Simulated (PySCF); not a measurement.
NMR data simulated for an unnamed compound:

¹H NMR (500 MHz, computed): δ 6.22 (m, 1H), 5.66 (m, 1H), 3.02 (m, 1H), 2.74 (m, 1H), 2.46 (m, 1H), 1.50 (m, 1H), 0.29 (m, 1H).

¹³C{¹H} NMR (computed): δ 142.2 (CH), 137.7 (CH), 126.8 (C), 44.6 (CH2), 40.0 (CH), 28.3 (CH2), 14.2 (C).

Computational details: shieldings: GIAO PBE0/pcSseg-1, GFN2-xTB geometry, in PySCF 2.14 (in vacuum, non-relativistic, one computed conformer).

Scale: TMS for ¹H (σref 31.72) and ¹³C (σref 186.93) (reference shieldings calculated alike).

Which of these does the molecule contain: a carboxylic acid, a non-aromatic C=C double bond, a nitrile, an amide, a ketone, a three-membered ring?

Answers


- A carboxylic acid: no.
- A non-aromatic C=C double bond: yes.
- A nitrile: yes (δC 126.8).
- An amide: no.
- A ketone: no.
- A three-membered ring: yes.

The data belong to SMILES C1[C@]2(C#N)CC=C[C@@H]21, C7H7N; they needn't prove each group on their own.

Carbon signals by region: 3 in the sp2 and nitrile region (100–160 ppm), 4 below 50 ppm.

Shifts are as computed. Against solution values, carbons near 30 ppm lie about +3 ppm off and those near 130 ppm about +5 ppm. Of 1211 compounds with measured shifts, 218 miss one by over three times the rms of a fit or turn the order of signals round; such compounds aren't used in these exercises. No couplings were computed; multiplicities are counted from neighbouring protons, with m where these are inequivalent, close in shift, in a saturated or five-membered ring or joined by F or P, and br s for small geminal =CH2 splittings.
